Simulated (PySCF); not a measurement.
ClRb. Atoms are numbered in the order given.

```xyz
2

Rb     0.0000     0.0000    -0.9052
Cl     0.0000     0.0000     1.9702
```
Charge 0, spin multiplicity 1.

Geometry optimised at B3LYP-D3(BJ)/def2-TZVPD. The def2 effective core potentials stand for the cores of Rb; spin–orbit coupling is left out.

Computed with CAM-B3LYP/def2-TZVPD (PySCF).

Mulliken values depend strongly on the basis, most of all with diffuse functions as here. ESP charges are fitted to the potential on shells at 1.4 to 2.0 van der Waals radii. Atomic charges (e):

```csv
atom,ESP fit,Mulliken
Rb1,0.77,0.92
Cl2,-0.77,-0.92
```
